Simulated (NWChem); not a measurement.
System: pyrazole (C3H4N2); SMILES n1[nH]ccc1

Input file for NWChem:

```
start job
memory heap 200 mb stack 900 mb global 1100 mb
geometry units angstroms noautosym nocenter noautoz
  C      0.034502     1.198460     0.000000
  C      1.123816     0.296436     0.000000
  N      0.722988    -0.974574     0.000000
  N     -0.624432    -0.890630     0.000000
  C     -1.084692     0.388163     0.000000
  H      0.060360     2.278291     0.000000
  H      2.182790     0.519742     0.000000
  H     -1.163677    -1.743201     0.000000
  H     -2.141540     0.614244     0.000000
end
basis spherical
  * library pcsseg-1
end
dft
  xc slater vwn_5
  iterations 150
end
property
  shielding
end
task dft property
```

Parts of the log:

```
             Northwest Computational Chemistry Package (NWChem) 7.3.0
             --------------------------------------------------------

                             Geometry "geometry" -> ""
                             -------------------------

 Output coordinates in angstroms (scale by  1.889725989 to convert to a.u.)

  No.       Tag          Charge          X              Y              Z
 ---- ---------------- ---------- -------------- -------------- --------------
    1 C                    6.0000     0.03450200     1.19846000     0.00000000
    2 C                    6.0000     1.12381600     0.29643600     0.00000000
    3 N                    7.0000     0.72298800    -0.97457400     0.00000000
    4 N                    7.0000    -0.62443200    -0.89063000     0.00000000
    5 C                    6.0000    -1.08469200     0.38816300     0.00000000
    6 H                    1.0000     0.06036000     2.27829100     0.00000000
    7 H                    1.0000     2.18279000     0.51974200     0.00000000
    8 H                    1.0000    -1.16367700    -1.74320100     0.00000000
    9 H                    1.0000    -2.14154000     0.61424400     0.00000000

 Effective nuclear repulsion energy (a.u.)     162.8202436164

                              NWChem Property Module
                              ----------------------

  itol2e modified to match energy
  convergence criterion.

                                 NWChem DFT Module
                                 -----------------

 Summary of "ao basis" -> "ao basis" (spherical)
 ------------------------------------------------------------------------------
       Tag                 Description            Shells   Functions and Types
 ---------------- ------------------------------  ------  ---------------------
 C                          pcsseg-1                 7       17   3s3p1d
 N                          pcsseg-1                 7       17   3s3p1d
 H                          pcsseg-1                 3        5   2s1p

  itol2e modified to match energy
  convergence criterion.

            General Information
            -------------------
          SCF calculation type: DFT
          Wavefunction type:  closed shell.
          No. of atoms     :     9
          No. of electrons :    36
           Alpha electrons :    18
            Beta electrons :    18
          Charge           :     0
          Spin multiplicity:     1
          Use of symmetry is: off; symmetry adaption is: off
          Maximum number of iterations: 150
          AO basis - number of functions:   105
                     number of shells:    47
          Convergence on energy requested:  1.00D-07
          Convergence on density requested:  1.00D-05
          Convergence on gradient requested:  5.00D-04

              XC Information
              --------------
                        Slater Exchange Functional  1.000 local
                      VWN V Correlation Functional  1.000 local

             Grid Information
             ----------------
          Grid used for XC integration:  fine
          Radial quadrature: Mura-Knowles
          Angular quadrature: Lebedev.
          Tag              B.-S. Rad. Rad. Pts. Rad. Cut. Ang. Pts.
          ---              ---------- --------- --------- ---------
          C                   0.70       70          10.0       590
          N                   0.65       70          10.0       590
          H                   0.35       60          12.0       590
          Grid pruning is: on
          Number of quadrature shells:   590
          Spatial weights used:  Erf1

      Superposition of Atomic Density Guess
      -------------------------------------

 Sum of atomic energies:        -223.52672656

      Non-variational initial energy
      ------------------------------

 Total energy =    -226.891293
 1-e energy   =    -623.177768
 2-e energy   =     233.466230
 HOMO         =      -0.295909
 LUMO         =       0.022420

   convergence    iter        energy       DeltaE   RMS-Dens  Diis-err
 ---------------- ----- ----------------- --------- --------- ---------
 d= 0,ls=0.0,diis     1   -224.1673902317 -3.87D+02  9.46D-03  1.12D+00
 d= 0,ls=0.0,diis     2   -224.1412364503  2.62D-02  9.41D-03  8.77D-01
 d= 0,ls=0.0,diis     3   -224.1469432209 -5.71D-03  4.72D-03  8.48D-01
 d= 0,ls=0.0,diis     4   -224.2414155228 -9.45D-02  1.12D-03  1.62D-02
 d= 0,ls=0.0,diis     5   -224.2425210468 -1.11D-03  6.03D-04  6.48D-03
  Resetting Diis
 d= 0,ls=0.0,diis     6   -224.2432518864 -7.31D-04  1.77D-04  1.00D-03
 d= 0,ls=0.0,diis     7   -224.2433703106 -1.18D-04  1.23D-04  5.15D-05
 d= 0,ls=0.0,diis     8   -224.2433452789  2.50D-05  8.63D-05  2.62D-04
 d= 0,ls=0.0,diis     9   -224.2433758340 -3.06D-05  1.67D-05  4.98D-06
 d= 0,ls=0.0,diis    10   -224.2433764159 -5.82D-07  4.50D-06  6.43D-07
 d= 0,ls=0.0,diis    11   -224.2433764896 -7.38D-08  1.15D-06  3.04D-08

         Total DFT energy =     -224.243376489635
      One electron energy =     -626.980809325760
           Coulomb energy =      269.507559582230
    Exchange-Corr. energy =      -29.590370362536
 Nuclear repulsion energy =      162.820243616431

 Numeric. integr. density =       36.000001289627

                       DFT Final Molecular Orbital Analysis
                       ------------------------------------

 Vector   16  Occ=2.000000D+00  E=-2.504296D-01
              MO Center=  7.1D-01, -9.3D-01,  1.1D-09, r^2= 1.6D+00
   Bfn.  Coefficient  Atom+Function         Bfn.  Coefficient  Atom+Function
  ----- ------------  ---------------      ----- ------------  ---------------
    45      0.351988  3 N  py                42      0.328169  3 N  py
    37     -0.307803  3 N  s                 36     -0.208909  3 N  s
    71     -0.189131  5 C  s                 39      0.176519  3 N  py
    41     -0.166779  3 N  px                54      0.153077  4 N  s
    25     -0.144780  2 C  py                10     -0.135653  1 C  px

 Vector   17  Occ=2.000000D+00  E=-2.418653D-01
              MO Center=  2.8D-01, -2.3D-02, -2.9D-10, r^2= 2.2D+00
   Bfn.  Coefficient  Atom+Function         Bfn.  Coefficient  Atom+Function
  ----- ------------  ---------------      ----- ------------  ---------------
    63     -0.310739  4 N  pz                26      0.304738  2 C  pz
    60     -0.289507  4 N  pz                29      0.256752  2 C  pz
     9      0.186053  1 C  pz                12      0.170636  1 C  pz
    23      0.146999  2 C  pz                57     -0.147589  4 N  pz
    43      0.124135  3 N  pz                46      0.119541  3 N  pz

 Vector   18  Occ=2.000000D+00  E=-2.334043D-01
              MO Center= -1.6D-01,  2.0D-01, -5.5D-10, r^2= 2.3D+00
   Bfn.  Coefficient  Atom+Function         Bfn.  Coefficient  Atom+Function
  ----- ------------  ---------------      ----- ------------  ---------------
    77      0.286222  5 C  pz                43     -0.276574  3 N  pz
    46     -0.267836  3 N  pz                 9      0.259740  1 C  pz
    80      0.257676  5 C  pz                12      0.228383  1 C  pz
    40     -0.140781  3 N  pz                74      0.136918  5 C  pz
     6      0.125634  1 C  pz                63     -0.090738  4 N  pz

 Vector   19  Occ=0.000000D+00  E=-2.949795D-02
              MO Center= -1.9D-01, -1.8D-01,  7.9D-10, r^2= 2.6D+00
   Bfn.  Coefficient  Atom+Function         Bfn.  Coefficient  Atom+Function
  ----- ------------  ---------------      ----- ------------  ---------------
    80      0.559117  5 C  pz                63     -0.478614  4 N  pz
    46      0.449737  3 N  pz                77      0.297977  5 C  pz
    43      0.286564  3 N  pz                60     -0.274697  4 N  pz
    29     -0.260267  2 C  pz                12     -0.239568  1 C  pz
    26     -0.166698  2 C  pz                40      0.151629  3 N  pz

[...]

          -----------------------------------------
          Chemical Shielding Tensors (GIAO, in ppm)
          -----------------------------------------

                                NWChem CPHF Module
                                ------------------

  scftype          =     RHF
  nclosed          =       18
  nopen            =        0
  variables        =     1566
  # of vectors     =        3
  tolerance        = 0.10D-03
  level shift      = 0.00D+00
  max iterations   =       50
  max subspace     =       30

 SCF residual:    5.5820504145543269E-005

Iterative solution of linear equations
  No. of variables     1566
  No. of equations        3
  Maximum subspace       30
        Iterations       50
       Convergence  1.0D-04

   iter   nsub   residual    time
   ----  ------  --------  ---------
     1      3    2.47D-05      49.3

      Atom:    1  C
        Diamagnetic
    264.1127      0.8176      0.0000
      0.8176    258.5909     -0.0000
      0.0000     -0.0000    234.5934

        Paramagnetic
   -207.1352      5.0812     -0.0000
      5.0812   -270.4780     -0.0000
     -0.0000     -0.0000    -77.2957

        Total Shielding Tensor
     56.9776      5.8988     -0.0000
      5.8988    -11.8870     -0.0000
     -0.0000     -0.0000    157.2977

           isotropic =      67.4628
          anisotropy =     134.7524

          Principal Components and Axis System
                 1           2           3
              157.2977     57.4792    -12.3886

      1        -0.0000      0.9964     -0.0847
      2        -0.0000      0.0847      0.9964
      3         1.0000      0.0000      0.0000

      Atom:    2  C
        Diamagnetic
    257.7265     -2.2097     -0.0000
     -2.2097    262.0192      0.0000
     -0.0000      0.0000    232.0367

        Paramagnetic
   -308.8088    -14.2539      0.0000
    -14.2539   -234.4464      0.0000
      0.0000      0.0000   -105.8278

        Total Shielding Tensor
    -51.0823    -16.4636     -0.0000
    -16.4636     27.5728      0.0000
     -0.0000      0.0000    126.2088

           isotropic =      34.2331
          anisotropy =     137.9636

          Principal Components and Axis System
                 1           2           3
              126.2088    -54.3893     30.8798

      1        -0.0000      0.9804     -0.1969
      2         0.0000      0.1969      0.9804
      3         1.0000      0.0000     -0.0000

      Atom:    3  N
        Diamagnetic
    343.8734      9.1845     -0.0000
      9.1845    314.9085     -0.0000
     -0.0000     -0.0000    307.0062

        Paramagnetic
   -645.7877    -83.1709      0.0000
    -83.1709   -442.6563     -0.0000
      0.0000     -0.0000   -132.6303

        Total Shielding Tensor
   -301.9143    -73.9864      0.0000
    -73.9864   -127.7478     -0.0000
      0.0000     -0.0000    174.3760

           isotropic =     -85.0954
          anisotropy =    -366.0075

          Principal Components and Axis System
                 1           2           3
             -329.1004    174.3760   -100.5617

      1         0.9386      0.0000     -0.3449
      2         0.3449     -0.0000      0.9386
      3        -0.0000      1.0000      0.0000

      Atom:    4  N
        Diamagnetic
    331.4851     -2.6703      0.0000
     -2.6703    329.1450     -0.0000
      0.0000     -0.0000    300.9686

        Paramagnetic
   -305.7578    -59.8059     -0.0000
    -59.8059   -368.6598     -0.0000
     -0.0000     -0.0000   -185.8152

        Total Shielding Tensor
     25.7273    -62.4762     -0.0000
    -62.4762    -39.5148     -0.0000
     -0.0000     -0.0000    115.1533

           isotropic =      33.7886
          anisotropy =     122.0471

          Principal Components and Axis System
                 1           2           3
              115.1533    -77.3736     63.5861

      1         0.0000      0.5182      0.8552
      2        -0.0000      0.8552     -0.5182
      3         1.0000      0.0000     -0.0000

      Atom:    5  C
        Diamagnetic
    257.2772     -0.7461      0.0000
     -0.7461    263.5768     -0.0000
      0.0000     -0.0000    229.4501

        Paramagnetic
   -271.9835     29.7515     -0.0000
     29.7515   -240.9947     -0.0000
     -0.0000     -0.0000    -88.9602

        Total Shielding Tensor
    -14.7063     29.0054     -0.0000
     29.0054     22.5821     -0.0000
     -0.0000     -0.0000    140.4898

           isotropic =      49.4552
          anisotropy =     136.5519

          Principal Components and Axis System
                 1           2           3
              140.4898     38.4186    -30.5428

      1        -0.0000      0.4792      0.8777
      2        -0.0000      0.8777     -0.4792
      3         1.0000      0.0000      0.0000

      Atom:    6  H
        Diamagnetic
     25.3197      0.6544      0.0000
      0.6544     41.9370     -0.0000
      0.0000     -0.0000     22.0788

        Paramagnetic
      0.1395     -0.2955     -0.0000
     -0.2955    -16.5565      0.0000
     -0.0000      0.0000      0.6717

        Total Shielding Tensor
     25.4591      0.3589     -0.0000
      0.3589     25.3805     -0.0000
     -0.0000     -0.0000     22.7506

           isotropic =      24.5301
          anisotropy =       1.8762

          Principal Components and Axis System
                 1           2           3
               25.7809     25.0588     22.7506

      1         0.7446     -0.6675      0.0000
      2         0.6675      0.7446      0.0000
      3        -0.0000      0.0000      1.0000

      Atom:    7  H
        Diamagnetic
     41.5620      3.9336     -0.0000
      3.9336     26.0425     -0.0000
     -0.0000     -0.0000     22.5316

        Paramagnetic
    -17.1826     -4.7386     -0.0000
     -4.7386     -1.3363      0.0000
     -0.0000      0.0000     -1.3474

        Total Shielding Tensor
     24.3793     -0.8050     -0.0000
     -0.8050     24.7062      0.0000
     -0.0000      0.0000     21.1842

           isotropic =      23.4232
          anisotropy =       2.9114

          Principal Components and Axis System
                 1           2           3
               25.3642     23.7214     21.1842

      1        -0.6329      0.7743      0.0000
      2         0.7743      0.6329     -0.0000
      3         0.0000     -0.0000      1.0000

      Atom:    8  H
        Diamagnetic
     32.1868      8.9829     -0.0000
      8.9829     38.7632     -0.0000
     -0.0000     -0.0000     21.0457

        Paramagnetic
     -8.3340     -7.9534     -0.0000
     -7.9534    -13.6714     -0.0000
     -0.0000     -0.0000     -4.6503

        Total Shielding Tensor
     23.8528      1.0296     -0.0000
      1.0296     25.0918     -0.0000
     -0.0000     -0.0000     16.3954

           isotropic =      21.7800
          anisotropy =       5.8409

          Principal Components and Axis System
                 1           2           3
               25.6739     23.2707     16.3954

      1         0.4922      0.8705      0.0000
      2         0.8705     -0.4922      0.0000
      3        -0.0000      0.0000      1.0000

      Atom:    9  H
        Diamagnetic
     40.3063     -4.4170      0.0000
     -4.4170     26.5827     -0.0000
      0.0000     -0.0000     20.4556

        Paramagnetic
    -16.1330      4.0808      0.0000
      4.0808     -1.6778     -0.0000
      0.0000     -0.0000      1.2755

        Total Shielding Tensor
     24.1733     -0.3361      0.0000
     -0.3361     24.9049     -0.0000
      0.0000     -0.0000     21.7311

           isotropic =      23.6031
          anisotropy =       2.1492

          Principal Components and Axis System
                 1           2           3
               25.0359     24.0423     21.7311

      1        -0.3631      0.9318     -0.0000
      2         0.9318      0.3631      0.0000
      3        -0.0000     -0.0000      1.0000
```

Level: LDA (Slater exchange, VWN5)/pcSseg-1, GIAO. All runs use the structure optimised with B3LYP/6-31G* (spherical d). The printed shielding anisotropy is the first printed principal value minus the mean of the other two.
